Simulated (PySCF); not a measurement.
Electron correlation in Te²⁺ (tellurium, charge +2)

[Kr] 4d10 5s1 5p2 6s1, high-spin 5P determinant (an excited configuration). Computed with PySCF 2.14 in aug-cc-pwCVTZ-PP with ECP28MDF (8s7p6d4f1g, 96 functions), with a scalar-relativistic core potential. Frozen: 4s2 4p6 4d10; 4 electrons correlated.

MP2 pair energies summed by pair of shells (mhartree):

```json
{"pair": "5p-6s", "energy": "-7.87", "share (%)": "45.7"}
{"pair": "5p-5p", "energy": "-4.81", "share (%)": "27.9"}
{"pair": "5s-5p", "energy": "-3.20", "share (%)": "18.6"}
{"pair": "5s-6s", "energy": "-1.36", "share (%)": "7.9"}
```

Total MP2 correlation energy: -17.24 mhartree.

Same-spin part -17.24 and opposite-spin part 0.00 mhartree; SCS-MP2 scales them by 1/3 and 6/5 to -5.75 mhartree.
